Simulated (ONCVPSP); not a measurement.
**iridium (Ir), ONCV: configuration errors across variants**

Ir, optimised norm-conserving Vanderbilt (ONCV), made with ONCVPSP 4.0.1 (PBEsol, scalar-relativistic). Core [Kr] 4d10 4f14, reference 5s2 5p6 5d7 6s2. Waves: 5s+6s: rc 1.85 bohr, ncon 4, nbas 7, qcut 5 1/bohr, 2 projectors; 5p: rc 1.85 bohr, ncon 3, nbas 7, qcut 5.8 1/bohr, 1 projector; 5d: rc 1.85 bohr, ncon 3, nbas 8, qcut 9.5 1/bohr, local; f scattering state at 0.32 Ha: rc 2.30 bohr, ncon 5, nbas 10, qcut 5.3 1/bohr, 1 projector. Local part: the d channel. Core correction: polynomial model core, fcfact 0.15.

All-electron excitation energies from the reference (eV): (1) 5s2 5p6 5d7 6s1 9.929; (2) 5s2 5p6 5d7 6s0 27.425; (3) 5s2 5p6 5d6 6s0 57.999; (4) 5s2 5p6 5d7 6s1 6p1 5.385.

2 further variants failed, have other tests or another functional or relativity, and are left out.

A true bound ghost makes a file unfit for plane-wave use even where its test errors are small: the radial tests pick states by their node count and pass the ghost by.

Errors AE − PS in meV (a dash: test not solved or not reliable):

| change | (1) | (2) | (3) | (4) | bound ghosts | GHOST(+) flags above zero |
| --- | --- | --- | --- | --- | --- | --- |
| base | -6.6 | -27 | -27 | -45 | none | none |
| s: qcut 5.9; p: qcut 6.8; d: qcut 11.1; f: qcut 6.2 | -6.6 | -27 | -23 | – | s | p |
| s: qcut 4.3 | -6.7 | -27 | -28 | -45 | none | none |
| f: qcut 7.6 | -6.6 | -27 | -27 | -45 | none | none |
| core correction polynomial model core, fcfact 1.2 | -6.8 | -28 | -29 | -45 | none | none |
| all radii but the core radius scaled by about 0.96 (s 1.78, p 1.78, d 1.78, f 2.22 bohr) | -6.4 | -26 | -27 | -42 | none | none |
| p: ncon 4, nbas 8 | -6.6 | -27 | -27 | -34 | none | none |

Q: Give the same row for: d: nproj 1; local potential polynomial inside 1.80 bohr (lpopt 1, dvloc0 4 Ha).

A: -6.4, -27, -41, -99; bound ghosts: none; GHOST(+) flags above zero: none.
